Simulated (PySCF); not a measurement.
# Correlation energy of As²⁺ (arsenic, charge +2)

[Ar] 3d10 4s2 4p1, 2P determinant. Calculation: PySCF 2.14, in dyall-av2z (16s12p8d, 92 functions); the non-relativistic Hamiltonian (point nucleus). Frozen: [Ar] 3d10; 3 electrons correlated; the 34 highest virtual orbitals of each spin left out.

```csv
level,correlation energy (mhartree)
CCSD,-52.04
(T),-0.53
CCSD(T),-52.57
```

Diagnostics: T1 = 0.0088, D1 = 0.0210, largest double amplitude 0.100.

Task: Is a single reference adequate?

Result: Mostly. T1 lies below 0.03, but a double amplitude of this size points to a near-degeneracy that CCSD handles and MP2 describes poorly.
